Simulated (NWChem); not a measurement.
# SiH3O2F; SMILES O[SiH](O)F

```xyz
7

Si     0.0294    -0.0293     0.3588
O      0.4948    -1.5170    -0.1934
O     -1.5157     0.2727    -0.1831
F      0.9856     1.1671    -0.2213
H      0.1924    -0.0480     1.8349
H      0.2479    -1.7129    -1.1146
H     -1.7659     1.2104    -0.2484
```
Atoms are numbered in this order, from 1.

Computed with NWChem. All runs use the structure optimised with PBE-D3(BJ)/def2-SVP. B3LYP is NWChem's, with the RPA form of VWN correlation. Vzz is the largest principal value of the second derivative of the potential at the nucleus (NWChem prints the opposite sign); η is the asymmetry. Non-relativistic.

Task: What does the run give for B3LYP/cc-pVTZ? Quantities: Vzz O2 (a.u.); η O2; Vzz O3 (a.u.); η O3.

Result: 
```json
{
 "Vzz O2 (a.u.)": "1.390",
 "η O2": "0.56",
 "Vzz O3 (a.u.)": "1.408",
 "η O3": "0.57"
}
```
